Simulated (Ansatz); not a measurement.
Consider the formal exchange of groups at a Ge–Ge bond: `[OH][GeH]([OH])[GeH3]` + `NCF` → `[NH2][GeH3]` + `[OH][GeH]([OH])[CH2]F`.

Program: Ansatz. Geometries: PBE0-D4/def2-TZVP. ΔE: electronic, gas phase. CCSD(T)/CBS is the MP2 limit (def2-TZVPP, def2-QZVPP) plus CCSD(T) − MP2 in def2-TZVPP, frozen cores. DFT in def2-TZVPP. B3LYP here is the variant with VWN-RPA as its local correlation; programs differ in this. For Ge outer-core shells are correlated without core-valence functions, which leaves a few kJ/mol of doubt a bond. Scalar relativity is left out up to krypton. Each species was taken in one conformer, which may not be the lowest.

`[OH][GeH]([OH])[GeH3]`:

Cartesian coordinates in Å:
```
O -0.389 -1.299 1.477
Ge -0.625 -0.339 -0.011
O -0.328 -1.423 -1.389
Ge 1.079 1.370 -0.173
H -1.190 -1.366 2.000
H -2.102 0.131 -0.011
H -0.756 -2.277 -1.282
H 0.976 2.082 -1.529
H 0.873 2.398 0.950
H 2.462 0.723 -0.030
```

`NCF`:

Z-matrix (Å, degrees):
```
C
F 1 1.406
N 1 1.402 2 113.7
H 1 1.092 2 106.1 3 121.3
H 1 1.092 2 106.1 3 -121.3
H 3 1.010 1 112.8 2 62.5
H 3 1.010 1 112.8 2 -62.5
```

`[NH2][GeH3]`:

```xyz
7

N     0.068    0.736   -0.896
Ge   -0.180   -0.336    0.582
H     0.962    1.209   -0.909
H    -0.039    0.247   -1.774
H    -1.591   -0.932    0.467
H     0.840   -1.493    0.714
H    -0.061    0.570    1.816
```

`[OH][GeH]([OH])[CH2]F`:

Z-matrix (Å, degrees):
```
Ge
O 1 1.775
C 1 1.964 2 104.5
O 1 1.778 2 109.1 3 117.8
H 1 1.534 2 112.5 3 -125.7
H 2 0.960 1 113.5 3 167.8
F 3 1.385 1 110.2 2 -80.0
H 3 1.093 1 110.3 2 159.9
H 3 1.094 1 110.0 2 39.7
H 4 0.960 1 112.4 2 -42.1
```

```json
{"level": "PBE-D4", "ΔE (kJ/mol)": "37.9", "difference from CCSD(T)/CBS": "16.5"}
{"level": "r2SCAN-D4", "ΔE (kJ/mol)": "30.4", "difference from CCSD(T)/CBS": "9.0"}
{"level": "PBE0-D4", "ΔE (kJ/mol)": "35.1", "difference from CCSD(T)/CBS": "13.7"}
{"level": "B3LYP-D4", "ΔE (kJ/mol)": "30.7", "difference from CCSD(T)/CBS": "9.3"}
{"level": "ωB97X-V", "ΔE (kJ/mol)": "25.4", "difference from CCSD(T)/CBS": "4.0"}
{"level": "ωB97M-V", "ΔE (kJ/mol)": "25.4", "difference from CCSD(T)/CBS": "4.0"}
{"level": "B2PLYP", "ΔE (kJ/mol)": "24.8", "difference from CCSD(T)/CBS": "3.4"}
{"level": "PBE", "ΔE (kJ/mol)": "38.0", "difference from CCSD(T)/CBS": "16.6"}
{"level": "r2SCAN", "ΔE (kJ/mol)": "30.4", "difference from CCSD(T)/CBS": "9.0"}
{"level": "PBE0", "ΔE (kJ/mol)": "35.0", "difference from CCSD(T)/CBS": "13.6"}
{"level": "B3LYP", "ΔE (kJ/mol)": "30.7", "difference from CCSD(T)/CBS": "9.3"}
{"level": "HF/def2-TZVPP", "ΔE (kJ/mol)": "18.8", "difference from CCSD(T)/CBS": "-2.6"}
{"level": "MP2/def2-TZVPP", "ΔE (kJ/mol)": "16.9", "difference from CCSD(T)/CBS": "-4.5"}
{"level": "SCS-MP2/def2-TZVPP", "ΔE (kJ/mol)": "14.8", "difference from CCSD(T)/CBS": "-6.6"}
{"level": "CCSD/def2-TZVPP", "ΔE (kJ/mol)": "19.7", "difference from CCSD(T)/CBS": "-1.7"}
{"level": "CCSD(T)/def2-TZVPP", "ΔE (kJ/mol)": "19.9", "difference from CCSD(T)/CBS": "-1.5"}
{"level": "HF/def2-QZVPP", "ΔE (kJ/mol)": "18.7", "difference from CCSD(T)/CBS": "-2.7"}
{"level": "MP2/def2-QZVPP", "ΔE (kJ/mol)": "17.7", "difference from CCSD(T)/CBS": "-3.7"}
{"level": "SCS-MP2/def2-QZVPP", "ΔE (kJ/mol)": "14.9", "difference from CCSD(T)/CBS": "-6.5"}
{"level": "HF/CBS(def2)", "ΔE (kJ/mol)": "18.7", "difference from CCSD(T)/CBS": "-2.7"}
{"level": "MP2/CBS(def2)", "ΔE (kJ/mol)": "18.4", "difference from CCSD(T)/CBS": "-3.0"}
{"level": "CCSD/CBS(def2)", "ΔE (kJ/mol)": "21.2", "difference from CCSD(T)/CBS": "-0.2"}
{"level": "CCSD(T)/CBS", "ΔE (kJ/mol)": "21.4", "difference from CCSD(T)/CBS": "0"}
```

Largest T1 diagnostic among the species: 0.012.

From PBE to PBE0 (25 % exact exchange), in def2-TZVPP and without D4, ΔE moves by −3.0 kJ/mol.
